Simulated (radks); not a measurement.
Spin polarisation of the 3d1 shell in the titanium ion Ti3+. Start: [Ar] 3d(up 0.5, down 0.5); electrons of 3d are moved from spin down to spin up, other shells keep equal spins. All-electron calculation, scalar-relativistic Kohn-Sham, r2SCAN, spin-polarised, spherical densities, finite nucleus; meta-GGA in the generalised Kohn-Sham scheme; Fermi nuclear charge, rms radius of each element as measured or else 0.836 A^(1/3) + 0.57 fm. Program: a radial shooting solver on a logarithmic mesh with Libxc functionals.

moment (Bohr magnetons)  E - E(0) (eV)  e(3d up) (eV)  e(3d down) (eV)  3p down minus up (eV)  3s down minus up (eV)
0                                0.000        -34.062          -34.062                  0.000                  0.000
0.25                            -0.024        -34.250          -33.864                  0.362                  0.362
0.5                             -0.097        -34.429          -33.651                  0.726                  0.724
0.75                            -0.219        -34.599          -33.421                  1.090                  1.088
1                               -0.393        -34.765          -33.155                  1.458                  1.454

At moment 1 the spin-polarisation energy is -0.393 eV and the 3d exchange splitting 1.610 eV, that is 1.610 eV per Bohr magneton; E = -I m^2/4 would give I = 1.571 eV.
